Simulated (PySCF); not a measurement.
**Name the molecule from its bond curve**

A diatomic of charge 0 contains Ti. Its triplet curve at ROHF-CCSD(T) in a triple-zeta basis (no relativity, PySCF), in eV from the separated fragments:

```
R (Å)  E (eV)
1.441  -5.661
1.505  -6.320
1.553  -6.594
1.601  -6.717
1.649  -6.722
1.713  -6.586
1.793  -6.258
1.889  -5.726
```

The fit gives ωe = 1015 cm⁻¹ and the rotational constant Bₑ = 0.5313 cm⁻¹.

Q: Which atom is the partner?

A: The minimum lies at 1.627 Å, so the reduced mass is 16.8576 u Å² cm⁻¹/(Bₑ·Re²) = 11.99 u. With Ti at 47.95 u the partner weighs about 16.0 u: O. The molecule is TiO.

Correlated steps freeze 6 core orbitals. The CCSD T1 diagnostic is raised, a sign that a single reference may not be enough here. With d or f electrons several states lie close, and the lowest PBE0 determinant need not be the measured ground state.
